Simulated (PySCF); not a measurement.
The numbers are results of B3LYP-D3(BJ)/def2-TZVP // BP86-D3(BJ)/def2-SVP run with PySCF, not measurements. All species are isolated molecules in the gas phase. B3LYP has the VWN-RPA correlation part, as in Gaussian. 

Reference species: [Ti(Cl)4] (neutral, multiplicity 1).

```
Property                                                        Result
------------------------------------------------------------  --------
mean distance from the central atom to its bonded neighbours   2.174 Å
LUMO                                                          -4.04 eV
```

Changed species: [Ti(Cl)3(Br)] (1 of 4 Cl replaced by Br; the reference has 0 of 4 Cl replaced by Br).

Task: Give the shifts of the mean distance from the central atom to its bonded neighbours and LUMO.

Result: the mean distance from the central atom to its bonded neighbours increases by 0.038 Å, to 2.212 Å; the LUMO rises by 0.02 eV, to -4.02 eV.
